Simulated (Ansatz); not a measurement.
Calculated with Ansatz (gas phase, PBE0-D4/def2-TZVP geometries, no zero-point term in ΔE). CCSD(T)/CBS adds triple-zeta CCSD(T) − MP2 to the extrapolated MP2 energy (def2 sets, frozen cores). Functionals use def2-TZVPP. B3LYP here is the variant with VWN-RPA as its local correlation; programs differ in this. One conformer a species, not always the lowest.

Consider the isomerisation: `BCS[SiH2]F` → `FC[SiH2]BS`.

(1) Is it downhill or uphill in electronic energy at CCSD(T)/CBS, and by how much? (Estimate.)

(2) What do these levels give: PBE-D4, r2SCAN-D4, ωB97X-V, PBE, PBE0, B3LYP, HF/def2-TZVPP, SCS-MP2/def2-TZVPP, CCSD/def2-TZVPP, CCSD(T)/def2-TZVPP, MP2/def2-QZVPP, CCSD/CBS(def2)? (Best estimate.)

Largest T1 diagnostic among the species: 0.014.

Results:

(1) Ansatz gave: Uphill: ΔE = +176.1 kJ/mol.

(2) Computed: PBE-D4 145.2, r2SCAN-D4 164.0, ωB97X-V 166.9, PBE 144.5, PBE0 156.8, B3LYP 163.8, HF/def2-TZVPP 190.9, SCS-MP2/def2-TZVPP 183.2, CCSD/def2-TZVPP 171.3, CCSD(T)/def2-TZVPP 167.6, MP2/def2-QZVPP 192.4, CCSD/CBS(def2) 179.8 kJ/mol.

From PBE to PBE0 (25 % exact exchange), in def2-TZVPP and without D4, ΔE moves by +12.3 kJ/mol. In def2-TZVPP, CCSD(T) changes the Hartree–Fock value by −23.3 kJ/mol (the triples alone add −3.7 kJ/mol) and MP2 by −4.5 kJ/mol.
